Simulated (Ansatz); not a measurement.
```xyz
10

C     0.272    0.459    1.570
C     0.483    0.575    0.299
C     0.755    0.689   -0.986
Sn   -1.333   -0.905   -1.541
Cl   -0.303   -2.814   -0.507
H     0.959    0.916    2.276
H    -0.572   -0.101    1.953
H     0.436    1.560   -1.551
H     1.458    0.009   -1.459
H    -2.155   -0.387   -0.053
```

The species carries charge 0 and has multiplicity 1. Sn: def2 effective core potential. The bonds changed during the relaxation, so this is another structure than the one it started from.

**Question.** List the PBE0/def2-TZVPP orbital energies in eV (Ansatz 0.2.0). (Estimate.)

**Answer.** Ansatz gave: Occupied: -2766.09, -280.05, -279.53, -279.08, -257.92, -196.18, -196.08, -196.06, -139.90, -94.64, -94.50, -94.33, -28.37, -28.29, -28.14, -28.11, -28.01, -23.34, -21.35, -20.82, -15.58, -13.64, -13.63, -13.54, -12.69, -9.28, -8.94, -8.66, -8.24, -8.08, -6.47. Lowest empty: -1.89, -0.51, -0.39, -0.33, 0.90, 1.75, 2.08, 2.86.
